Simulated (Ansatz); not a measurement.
The cluster HgCl₂⁻. The state is a doublet with charge -1. Geometry PBE0-D4/def2-TZVP, that of the neutral singlet; atoms count from 1.

```xyz
3

Hg    0.000    0.000   -0.001
Cl    0.370    2.049   -0.870
Cl   -0.371   -2.049    0.870
```

In the def2 sets Hg takes a core potential; there is no spin–orbit coupling. The highest occupied level of the charge -1 doublet lies above zero (up to 1.29 eV). By energy differences its removal costs 0.49 eV (vertical, to the charge 0 singlet, at PBE0-D4/def2-TZVPD); a positive level beside a positive removal energy at the same level points to self-interaction error. The structure comes from a short search, and lower isomers may exist.

Problem. Estimate the Mulliken populations from the PBE0/def2-TZVPD orbitals of Ansatz.

Solution. 
```csv
atom,charge (e),spin (α − β),d electrons
Hg1,-0.11,0.93,9.83
Cl2,-0.44,0.04,–
Cl3,-0.44,0.04,–
```
Mulliken values and Mayer orders depend strongly on the basis. With diffuse functions, as here, like atoms can get unlike values, and bond orders can come out too low or too high.

Problem. Where does the spin sit?

Solution. Summed by element: Hg 0.93, Cl 0.07, of 1 unpaired in all. Largest on single atoms: Hg1 0.93, Cl2 0.04, Cl3 0.04.
